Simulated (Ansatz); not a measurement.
Si₂N₂O was relaxed with r2SCAN-D4 (def2-SVP) in Ansatz in these states: neutral quintet, neutral singlet, neutral triplet. The geometries follow in no particular order.

A:

Cartesian coordinates in Å:
```
Si -0.368 1.938 0.042
Si 1.055 0.104 0.562
N -0.310 -1.861 -1.303
N 0.020 -1.032 -0.617
O -0.396 0.851 1.316
```

B:

Cartesian coordinates in Å:
```
Si -1.246 0.593 0.422
Si 0.423 -1.372 0.147
N 1.492 1.325 -0.387
N 0.588 0.531 -0.231
O -1.257 -1.077 0.048
```

C:

Cartesian coordinates in Å:
```
Si -0.4491 1.4657 1.6324
Si -0.2156 -0.6162 0.3398
N 1.2847 -0.3519 -2.1245
N 0.8572 -0.5478 -1.0669
O -1.4773 0.0502 1.2193
```

Task: Judge from the bond lengths which geometry belongs to which state (an estimate).

Result: A is the neutral singlet (Si1–Si2 2.378 Å, Si2–N4 1.937 Å, Si1–O5 1.675 Å); B is the neutral triplet (Si1–Si2 2.592 Å, Si2–N4 1.948 Å, Si1–O5 1.711 Å); C is the neutral quintet (Si1–Si2 2.462 Å, Si2–N4 1.770 Å, Si1–O5 1.798 Å).

At PBE0-D4/def2-TZVP a singlet lies 0.58 eV below the neutral triplet. At PBE0-D4/def2-TZVP a singlet lies 3.26 eV below the neutral quintet. These are the stationary points nearest to one start from a short search; other shapes may lie lower in each state.
